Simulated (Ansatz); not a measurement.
Steps of a relaxation of `[GeH3][C]#[C][GeH3]` with RKS PBE-D4/def2-SVP.

```sh
$ ansatz run in.yaml --threads 4 --pin off --events-out ev --progress --plain --max-ram 10444MiB
```

```yaml
crystal:
  periodic: [false, false, false]
  atoms:
    - {symbol: Ge, position_ang: [1.021300, 2.229000, -0.254700]}
    - {symbol: C, position_ang: [0.225300, 0.541300, -0.067800]}
    - {symbol: C, position_ang: [-0.277100, -0.555000, 0.046200]}
    - {symbol: Ge, position_ang: [-0.914000, -2.275600, 0.256000]}
    - {symbol: H, position_ang: [0.169300, 3.054300, -1.348700]}
    - {symbol: H, position_ang: [0.908600, 3.037700, 1.088300]}
    - {symbol: H, position_ang: [2.476400, 2.152700, -0.716900]}
    - {symbol: H, position_ang: [-1.856000, -2.583800, -0.964400]}
    - {symbol: H, position_ang: [-1.826200, -2.321200, 1.602000]}
    - {symbol: H, position_ang: [0.155600, -3.330600, 0.363000]}
basis:
  gaussian: {orbitals: def2-SVP}
hamiltonian: {xc: pbe, dispersion: d4}
relax: {f_tol: 0.03, max_steps: 200}
```

Positions (Å) and forces (eV/Å) along the path, 4 of 4 steps:

```xyz
10
step=1 energy=-115169.9650 eV
Ge    1.021    2.229   -0.255   -0.746    1.483   -0.340
C     0.225    0.541   -0.068    0.847    1.638   -0.162
C    -0.277   -0.555    0.046   -0.261   -1.133    0.163
Ge   -0.914   -2.276    0.256   -2.130   -0.745    0.645
H     0.169    3.054   -1.349    0.493   -0.469    0.545
H     0.909    3.038    1.088    0.085   -0.274   -0.248
H     2.476    2.153   -0.717    0.274   -0.143   -0.048
H    -1.856   -2.584   -0.964    0.224   -0.006    0.264
H    -1.826   -2.321    1.602    0.596    0.015   -0.836
H     0.156   -3.331    0.363    0.617   -0.367    0.018
10
step=2 energy=-115170.1628 eV
Ge    0.998    2.286   -0.269    0.024    0.317    0.004
C     0.237    0.564   -0.064   -0.131   -0.227    0.002
C    -0.271   -0.555    0.058    0.274    0.397   -0.040
Ge   -0.969   -2.290    0.267   -0.440   -0.412    0.027
H     0.202    3.059   -1.353    0.027   -0.016    0.068
H     0.930    3.029    1.093   -0.011   -0.017   -0.079
H     2.471    2.146   -0.711    0.059   -0.023   -0.015
H    -1.877   -2.633   -0.944    0.055    0.028    0.038
H    -1.813   -2.343    1.564    0.006    0.011    0.002
H     0.176   -3.315    0.363    0.137   -0.057   -0.008
10
step=3 energy=-115170.1740 eV
Ge    1.004    2.298   -0.272    0.030    0.001    0.014
C     0.243    0.561   -0.066   -0.058   -0.021   -0.012
C    -0.264   -0.559    0.058    0.075    0.074    0.011
Ge   -0.988   -2.308    0.273   -0.002   -0.067   -0.015
H     0.204    3.078   -1.341   -0.009   -0.002   -0.033
H     0.927    3.047    1.079    0.007   -0.009    0.020
H     2.481    2.147   -0.712   -0.018    0.007    0.001
H    -1.881   -2.642   -0.946   -0.003    0.007    0.001
H    -1.827   -2.354    1.572    0.000    0.002    0.005
H     0.184   -3.318    0.358   -0.022    0.008    0.008
10
step=4 energy=-115170.1751 eV
Ge    1.001    2.301   -0.272   -0.002   -0.003    0.000
C     0.244    0.562   -0.068    0.006    0.013   -0.001
C    -0.243   -0.566    0.065   -0.003   -0.013    0.002
Ge   -0.984   -2.311    0.273    0.002    0.003    0.000
H     0.200    3.074   -1.347   -0.001    0.002   -0.002
H     0.924    3.044    1.083    0.000    0.002    0.002
H     2.477    2.155   -0.714    0.002    0.002   -0.001
H    -1.880   -2.626   -0.949   -0.001    0.000   -0.001
H    -1.826   -2.348    1.571   -0.001   -0.001    0.001
H     0.171   -3.337    0.361   -0.001   -0.004    0.001
```

It took 5.5 s on 4 threads of an Arm Neoverse V2 on a shared host, with 0.16 GiB of host memory at the peak.
